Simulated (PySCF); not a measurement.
# Energy of Ru²⁺ (ruthenium, charge +2) between two integer charges

The 4d beta orbital of [Kr] 4d6 is emptied in steps (occupation f), with all orbitals relaxed, ending at [Kr] 4d5. Computed with PySCF 2.14 in def2-TZVPPD with the def2 core potential (28 electrons) (6s4p3d2f1g, 56 functions), with scalar relativity through the core potential. The exact energy is a straight line in f; departures are measured from the line between the end points of the same method.

```json
{"f": "1", "TPSS (eV)": "0.000"}
{"f": "0.9", "TPSS (eV)": "-0.516"}
{"f": "0.7", "TPSS (eV)": "-1.208"}
{"f": "0.5", "TPSS (eV)": "-1.440"}
{"f": "0.3", "TPSS (eV)": "-1.211"}
{"f": "0.1", "TPSS (eV)": "-0.520"}
{"f": "0", "TPSS (eV)": "0.000"}
```

For TPSS, how does the orbital energy at f = 1 compare with the removal energy?

−ε = 22.714 eV against a total-energy difference of 28.441 eV. By Janak's theorem ε = ∂E/∂f, so the gap between them reflects the curvature. Along the path −ε is 23.845 (f = 0.9), 26.128 (f = 0.7), 28.430 (f = 0.5), 30.742 (f = 0.3), 33.060 (f = 0.1) eV.

Reference removal energy between the ground levels: 28.47 eV (semi-empirical (NIST evaluation); NIST Atomic Spectra Database, ionization energies). The calculation has no spin-orbit coupling. The determinant left behind need not be the lowest term of the ion.
